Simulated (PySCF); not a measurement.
Molecule: Pyridine-N-Oxide, C₅H₅NO.

Atoms are numbered as in `[O-:1][n+:2]1[cH:3][cH:4][cH:5][cH:6][cH:7]1`. Each H is labelled by its parent atom.

Spin–spin couplings on one PBE0-D3(BJ)/def2-SVP geometry, PySCF 2.14.0 with density-fitted response routines, gas phase, non-relativistic, equivalent pairs averaged (spin–dipole term only in couplings to heteroatoms); isotopes 13C, 1H, 17O, 15N; functional B3LYP.

How do the couplings (Hz) change with the basis set? Times are CPU seconds on shared hosts with different chips, so compare them loosely. Far from the basis limit: 6-31G-J, pcJ-0, 6-31G*, def2-TZVP, cc-pVTZ.

## Answers


```tsv
basis set	functions	1J(C3,H(C3))	1J(C5,H(C5))	1J(C4,H(C4))	1J(C3,C4)	1J(C4,C5)	1J(O1,N2)	1J(N2,C3)	core-s
6-31G-J	104	202.5	183.8	177.0	68.0	61.5	-55.7	-14.5	11
pcJ-0	106	178.5	161.4	154.9	52.7	49.1	-59.5	-7.4	11
6-31G*	108	187.1	168.5	161.1	86.6	84.0	-29.9	-23.1	9.3
pcJ-1	239	195.4	177.3	171.0	68.2	61.6	-44.2	-15.5	34
def2-TZVP	247	185.4	168.5	162.7	67.1	60.3	-47.3	-14.9	31
cc-pVTZ	280	174.1	160.5	153.4	69.5	59.4	-41.3	-13.1	37
```

The Fermi-contact term samples the wavefunction at the nucleus, which is why sets with added tight s functions (names with J) are made for couplings.
